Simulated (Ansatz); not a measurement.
CH$_{8}$Si$_{2}$, charge -1, doublet, at a GFN2-xTB geometry (a state made from the parent by changing its charge; the spin is typed, not shown lowest) (a gas-phase anion, which may not be bound at this level); PBE-D3BJATM/6-31G** (Ansatz, a quantum-chemistry and plane-wave program).

Ansatz was given this input:
Ansatz 0.2 input:
```yaml
crystal:
  periodic: [false, false, false]
  atoms:
    - {symbol: Si, position_ang: [1.32183991, 0.74718455, 0.01854967]}
    - {symbol: C, position_ang: [0.30430492, -0.86294806, -0.15968353]}
    - {symbol: Si, position_ang: [-1.46548722, -0.31013726, 0.06153274]}
    - {symbol: H, position_ang: [2.81467254, 0.60115328, -0.11731227]}
    - {symbol: H, position_ang: [1.10494018, 1.22774988, -1.42593981]}
    - {symbol: H, position_ang: [1.33013140, 0.75533024, 1.55621130]}
    - {symbol: H, position_ang: [0.58124463, -1.60476522, 0.59180269]}
    - {symbol: H, position_ang: [0.45085996, -1.33123646, -1.13484887]}
    - {symbol: H, position_ang: [-1.86725681, 0.58529083, -1.04225929]}
    - {symbol: H, position_ang: [-1.68030811, 0.19309863, 1.43345575]}
    - {symbol: H, position_ang: [-2.54905090, -1.36759486, -0.02416202]}
basis:
  gaussian:
    orbitals: 6-31G__.json
hamiltonian:
  xc: pbe
  dispersion: d3bjatm
total_charge: -1
magnetization: {spin_polarized: true, initial_magnetization: 1}
```
The basis file holds 6-31G** in the JSON format of the Basis Set Exchange.

Output, abridged:

```
Functional definition: PBE
1019 factors; their error is unknown
mean field evaluation 1: about -16907.0474 eV, gradient 2.3e1 eV
mean field evaluation 2: about -16903.8297 eV, gradient 3.2e1 eV
mean field evaluation 4: about -16909.8983 eV, gradient 7.9e-1 eV
mean field evaluation 8: about -16909.8192 eV, gradient 3.7e-2 eV
mean field evaluation 16: about -16906.8673 eV, gradient 8.8e0 eV
mean field -16909.81917441 eV, -621.4243927724 hartree, gradient 7.3e-5 eV, S^2 0.751654; 1 other end points of the search recorded, 0 dependent functions left out
reference -16909.81921736 eV, -621.4243943508 hartree; 22, 21 occupied and 71, 72 virtual orbitals, 1019 factors
Total energy: -16910.04930286 eV, -621.4328498370 hartree
```
